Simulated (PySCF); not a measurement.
C2H8Ge2. Atoms are numbered in the order given.

```xyz
12

Ge     0.0167     2.3809     0.0000
C     -0.4527     0.4943     0.0000
C      0.4527    -0.4943     0.0000
Ge    -0.0167    -2.3809     0.0000
H      1.5512     2.5015     0.0000
H     -0.5592     3.0788    -1.2475
H     -0.5592     3.0788     1.2475
H     -1.5222     0.2412     0.0000
H      1.5222    -0.2412     0.0000
H      0.5592    -3.0788     1.2475
H      0.5592    -3.0788    -1.2475
H     -1.5512    -2.5015     0.0000
```

The structure is a stationary point at PBE0-D3(BJ)/def2-SVP.

Level of theory: PBE0-D3(BJ)/def2-SVP (PySCF).

Frequencies are harmonic and unscaled.

Computed harmonic wavenumbers and intensities:
| mode | ν (cm⁻¹) | IR (km/mol) | moving atoms (share of kinetic energy) |
|---|---|---|---|
| 1 | 91 | 0.0 | H 96 % |
| 2 | 123 | 0.1 | C 64 %, H 27 %, Ge 9 % |
| 3 | 138 | 0.0 | H 71 %, C 29 % |
| 4 | 147 | 0.5 | C 65 %, H 25 %, Ge 10 % |
| 5 | 187 | 0.0 | Ge 88 % |
| 6 | 489 | 0.0 | H 78 %, C 14 %, Ge 8 % |
| 7 | 495 | 0.0 | H 96 % |
| 8 | 586 | 64.2 | H 83 %, C 11 % |
| 9 | 600 | 90.4 | H 83 %, C 11 % |
| 10 | 652 | 90.4 | C 74 %, Ge 16 %, H 10 % |
| 11 | 760 | 0.0 | C 54 %, H 39 % |
| 12 | 781 | 0.0 | H 54 %, C 44 % |
| 13 | 826 | 418.3 | H 96 % |
| 14 | 846 | 0.0 | H 97 % |
| 15 | 881 | 67.0 | H 99 % |
| 16 | 885 | 0.0 | H 96 % |
| 17 | 894 | 64.8 | H 99 % |
| 18 | 895 | 0.0 | H 98 % |
| 19 | 1037 | 24.7 | H 92 % |
| 20 | 1175 | 26.6 | H 88 %, C 12 % |
| 21 | 1291 | 0.0 | H 80 %, C 20 % |
| 22 | 1658 | 0.0 | C 96 % |
| 23 | 2149 | 0.0 | H 98 % |
| 24 | 2149 | 225.5 | H 100 % |
| 25 | 2150 | 245.7 | H 98 % |
| 26 | 2154 | 0.0 | H 99 % |
| 27 | 2161 | 0.0 | H 98 % |
| 28 | 2162 | 213.0 | H 98 % |
| 29 | 3142 | 0.0 | H 91 %, C 9 % |
| 30 | 3146 | 6.9 | H 92 % |
